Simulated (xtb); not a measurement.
C3H9O2, charge +1, singlet, from a rough starting geometry; GFN2-xTB in xtb.

Here is a job for xtb.
```
$ xtb mol.xyz --gfn 2 --chrg 1 --opt vtight --json

# file mol.xyz
14

C      1.66019349     0.16909959     0.20495608
C      0.28616382     0.38517756    -0.26764529
O     -0.57096477     1.21939777     0.63790077
C     -0.56357866    -0.91361094    -0.33801079
O     -1.92078476    -0.53706735    -0.27268374
H      2.20266884     1.15343081     0.19538573
H      1.65502649    -0.14812605     1.26904081
H      2.20635489    -0.51333538    -0.43853790
H      0.25607712     0.87660278    -1.31727551
H     -0.27979260     2.09195277     0.59547897
H     -0.39336905    -1.47669751    -1.23108085
H     -0.25530294    -1.52281425     0.49391968
H     -1.86001455     0.34547821     0.17106426
H     -2.44164124    -1.14944657     0.26595941
```

It wrote (shortened):

```
   ID    Z sym.   atoms
    1    6 C      1, 2, 4
    2    8 O      3, 5
    3    1 H      6-14

           -------------------------------------------------
          |                Calculation Setup                |
           -------------------------------------------------

           -------------------------------------------------
          |                 G F N 2 - x T B                 |
           -------------------------------------------------

          ...................................................
          :                      SETUP                      :
          :.................................................:
          :  # basis functions                  29          :
          :  # atomic orbitals                  29          :
          :  # shells                           19          :
          :  # electrons                        32          :
          :  max. iterations                   250          :
          :  Hamiltonian                  GFN2-xTB          :
          :  restarted?                      false          :
          :  GBSA solvation                  false          :
          :  PC potential                    false          :
          :  electronic temp.          300.0000000     K    :
          :  accuracy                    1.0000000          :
          :  -> integral cutoff          0.2500000E+02      :
          :  -> integral neglect         0.1000000E-07      :
          :  -> SCF convergence          0.1000000E-05 Eh   :
          :  -> wf. convergence          0.1000000E-03 e    :
          :  Broyden damping             0.4000000          :
          :  net charge                          1          :
          :  unpaired electrons                  0          :
          ...................................................

 iter      E             dE          RMSdq      gap      omega  full diag
   1    -18.8283375 -0.188283E+02  0.381E+00   10.25       0.0  T
   2    -18.8465487 -0.182112E-01  0.241E+00    9.82       1.0  T
   3    -18.8486276 -0.207882E-02  0.623E-01    9.38       1.0  T
   4    -18.8490194 -0.391839E-03  0.177E-01    9.30       1.0  T
   5    -18.8491064 -0.869830E-04  0.724E-02    9.37       1.0  T
   6    -18.8491141 -0.766452E-05  0.265E-02    9.39       1.0  T
   7    -18.8491153 -0.122657E-05  0.589E-03    9.40       4.5  T
   8    -18.8491153 -0.172427E-07  0.151E-03    9.40      17.7  T
   9    -18.8491153 -0.831711E-08  0.390E-04    9.40      68.6  T
  10    -18.8491153 -0.803446E-10  0.194E-04    9.40     137.9  T

   *** convergence criteria satisfied after 10 iterations ***

         :::::::::::::::::::::::::::::::::::::::::::::::::::::
         ::                     SUMMARY                     ::
         :::::::::::::::::::::::::::::::::::::::::::::::::::::
         :: total energy             -18.660868075046 Eh    ::
         :: gradient norm              0.120992967252 Eh/a0 ::
         :: HOMO-LUMO gap              9.396199673352 eV    ::
         ::.................................................::
         :: SCC energy               -18.849107443463 Eh    ::
         :: -> isotropic ES            0.128940698886 Eh    ::
         :: -> anisotropic ES         -0.006590906456 Eh    ::
         :: -> anisotropic XC          0.004716621073 Eh    ::
         :: -> dispersion             -0.005548874571 Eh    ::
         :: repulsion energy           0.188239368416 Eh    ::
         :: add. restraining           0.000000000000 Eh    ::
         :: total charge               1.000000000000 e     ::
         :::::::::::::::::::::::::::::::::::::::::::::::::::::

      -----------------------------------------------------------
     |                   =====================                   |
     |                        A N C O P T                        |
     |                   =====================                   |
     |               Approximate Normal Coordinate               |
     |                Rational Function Optimizer                |
      -----------------------------------------------------------
      -----------------------------------------------------------
     |                   =====================                   |
     |                        A N C O P T                        |
     |                   =====================                   |
     |               Approximate Normal Coordinate               |
     |                Rational Function Optimizer                |
      -----------------------------------------------------------

          ...................................................
          :                      SETUP                      :
          :.................................................:
          :   optimization level         verytight          :
          :   max. optcycles                   280          :
          :   ANC micro-cycles                  20          :
          :   degrees of freedom                36          :
          :.................................................:
          :   RF solver                   davidson          :
          :   write xtbopt.log                true          :
          :   linear?                        false          :
          :   energy convergence         0.1000000E-06 Eh   :
          :   grad. convergence          0.2000000E-03 Eh/α :
          :   maxmium RF displ.          1.0000000          :
          :   Hlow (freq-cutoff)         0.1000000E-01      :
          :   Hmax (freq-cutoff)         5.0000000          :
          :   S6 in model hess.         20.0000000          :
          ...................................................

generating ANC from exact Hessian ...
Using Lindh-Hessian (1995)
 Shifting diagonal of input Hessian by    3.2571747959484589E-003
 Lowest  eigenvalues of input Hessian
    0.000000    0.000000    0.000000    0.000000    0.000000    0.000000
[...]
 * total energy  :   -18.6734000 Eh     change       -0.1173517E-03 Eh
 * total energy  :   -18.6734343 Eh     change       -0.3428561E-04 Eh
 * total energy  :   -18.6734641 Eh     change       -0.2984712E-04 Eh
 * total energy  :   -18.6734756 Eh     change       -0.1146791E-04 Eh
 * total energy  :   -18.6734901 Eh     change       -0.1453982E-04 Eh
 * total energy  :   -18.6735071 Eh     change       -0.1692469E-04 Eh
 * total energy  :   -18.6735172 Eh     change       -0.1009004E-04 Eh
 * total energy  :   -18.6735302 Eh     change       -0.1300467E-04 Eh
 * total energy  :   -18.6735336 Eh     change       -0.3443612E-05 Eh
 * total energy  :   -18.6735347 Eh     change       -0.1053138E-05 Eh
 * total energy  :   -18.6735348 Eh     change       -0.1006160E-06 Eh
 * total energy  :   -18.6735348 Eh     change       -0.6424827E-07 Eh
   *** GEOMETRY OPTIMIZATION CONVERGED AFTER 16 ITERATIONS ***
         :: total energy             -18.673534828012 Eh    ::
[...]
         :: repulsion energy           0.176054331477 Eh    ::
         :: add. restraining           0.000000000000 Eh    ::
         :: total charge               1.000000000000 e     ::
         :::::::::::::::::::::::::::::::::::::::::::::::::::::

           -------------------------------------------------
          |                Property Printout                |
           -------------------------------------------------

    * Orbital Energies and Occupations

         #    Occupation            Energy/Eh            Energy/eV
      -------------------------------------------------------------
         1        2.0000           -0.9637760             -26.2257
       ...           ...                  ...                  ...
         4        2.0000           -0.8467296             -23.0407
         5        2.0000           -0.8245950             -22.4384
         6        2.0000           -0.8048294             -21.9005
         7        2.0000           -0.7731951             -21.0397
         8        2.0000           -0.7596924             -20.6723
         9        2.0000           -0.7507000             -20.4276
        10        2.0000           -0.7145413             -19.4437
        11        2.0000           -0.6969728             -18.9656
        12        2.0000           -0.6722722             -18.2935
        13        2.0000           -0.6626651             -18.0320
        14        2.0000           -0.6237270             -16.9725
        15        2.0000           -0.6234824             -16.9658
        16        2.0000           -0.6100154             -16.5994 (HOMO)
        17                         -0.2732467              -7.4354 (LUMO)
        18                         -0.1781205              -4.8469
        19                         -0.1556179              -4.2346
        20                         -0.1338167              -3.6413
        21                         -0.0716481              -1.9496
        22                         -0.0557043              -1.5158
        23                         -0.0264959              -0.7210
        24                          0.0085354               0.2323
        25                          0.0290210               0.7897
        26                          0.0574320               1.5628
        27                          0.0733734               1.9966
       ...                                ...                  ...
        29                          0.1218392               3.3154
      -------------------------------------------------------------
                  HL-Gap            0.3367687 Eh            9.1639 eV
             Fermi-level           -0.4416310 Eh          -12.0174 eV

     #   Z          covCN         q      C6AA      α(0)
     1   6 C        3.753    -0.145    23.355     6.891
     2   6 C        3.720     0.093    19.152     6.250
     3   8 O        1.692    -0.422    21.265     6.226
     4   6 C        3.671     0.016    20.553     6.499
     5   8 O        2.415    -0.259    18.256     5.771
     6   1 H        0.925     0.087     1.907     2.159
     7   1 H        0.925     0.083     1.947     2.182
     8   1 H        0.925     0.082     1.962     2.191
     9   1 H        0.924     0.073     2.053     2.241
    10   1 H        0.805     0.343     0.606     1.222
    11   1 H        0.925     0.125     1.571     1.960
    12   1 H        0.924     0.110     1.693     2.035
    13   1 H        0.803     0.429     0.435     1.037
    14   1 H        0.804     0.385     0.512     1.124

 Mol. C6AA /au·bohr⁶  :       1079.512250
 Mol. C8AA /au·bohr⁸  :      22303.554004
 Mol. α(0) /au        :         47.787900

Wiberg/Mayer (AO) data.
largest (>0.10) Wiberg bond orders for each atom

 ---------------------------------------------------------------------------
     #   Z sym  total        # sym  WBO       # sym  WBO       # sym  WBO
 ---------------------------------------------------------------------------
     1   6 C    3.977 --     2 C    1.009     7 H    0.979     6 H    0.977
                             8 H    0.975
     2   6 C    3.929 --     1 C    1.009     4 C    0.984     9 H    0.962
                             3 O    0.956
     3   8 O    2.110 --     2 C    0.956    10 H    0.862    13 H    0.179
     4   6 C    3.858 --     2 C    0.984    12 H    0.968    11 H    0.965
                             5 O    0.905
     5   8 O    2.455 --     4 C    0.905    14 H    0.839    13 H    0.627
     6   1 H    0.992 --     1 C    0.977
     7   1 H    0.993 --     1 C    0.979
     8   1 H    0.993 --     1 C    0.975
     9   1 H    0.995 --     2 C    0.962
    10   1 H    0.883 --     3 O    0.862
    11   1 H    0.984 --     4 C    0.965
    12   1 H    0.988 --     4 C    0.968
    13   1 H    0.816 --     5 O    0.627     3 O    0.179
    14   1 H    0.852 --     5 O    0.839
 ---------------------------------------------------------------------------

Topologies differ in total number of bonds
Writing topology from bond orders to xtbtopo.mol

molecular dipole:
                 x           y           z       tot (Debye)
 q only:       -1.591      -0.306       0.079
   full:       -1.672      -0.198       0.161       4.300
molecular quadrupole (traceless):
                xx          xy          yy          xz          yz          zz
 q only:        6.613       4.034       1.224      -2.268       0.151      -7.836
  q+dip:        4.375       5.527       3.136      -2.816      -0.974      -7.511
   full:        5.285       5.176       3.024      -3.155      -0.592      -8.309

optimized geometry written to: xtbopt.xyz

           -------------------------------------------------
          | TOTAL ENERGY              -18.673534828012 Eh   |
          | GRADIENT NORM               0.000079017559 Eh/α |
          | HOMO-LUMO GAP               9.163943475535 eV   |
           -------------------------------------------------

normal termination of xtb
```
